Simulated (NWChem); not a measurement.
Species: BCl$_{2}$ cation

```xyz
3

Cl    -1.6173    -0.0229     0.0201
B      0.0000     0.0000     0.0000
Cl     1.6173     0.0229    -0.0201
```
Atoms are numbered in this order, from 1.

Program: NWChem. The geometry was optimised at PBE0/def2-SVP. Vertical excitations in the gas phase.

**Question.** What does the run give for CAM-B3LYP/def2-SVPD, full TDDFT? Quantities: lowest excitation, singlet (eV); oscillator strength of that lowest state; orbital gap (eV).

**Answer.** The lowest excitation, singlet (eV) is 6.79 and the oscillator strength of that lowest state is 0.000. The orbital gap (eV) comes out as 11.22.
